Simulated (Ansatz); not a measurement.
Frontier orbitals of H$_{5}$NSn (`[NH2][SnH3]`).

The species carries charge 0 and has multiplicity 1. Correlated methods include outer-core shells of Sn, which these sets cover unevenly. Sn takes the def2 core potential. Geometry: relaxed with PBE0-D4/def2-TZVP. Basis def2-TZVPP, Ansatz 0.2.0.

Orbital energies of one run (eV). Highest occupied ones, from the top: -5.76, -7.81, -7.83, -8.65, -11.41, -12.66, -20.35, -25.30, -25.30, -25.40, -25.42, -25.53, -88.94, -88.96. Empty: -0.87, -0.11, 0.50, 0.78, 1.37, 1.78.

(1) Which functional gave them?
A. revPBE
B. LC-ωPBE
C. B97M-V
D. r2SCAN0

## Answers

(1) A. HOMO energies: revPBE -5.76, LC-ωPBE -10.01, B97M-V -6.24, r2SCAN0 -7.42 eV.

LC-ωPBE has ω = 0.4 bohr⁻¹.
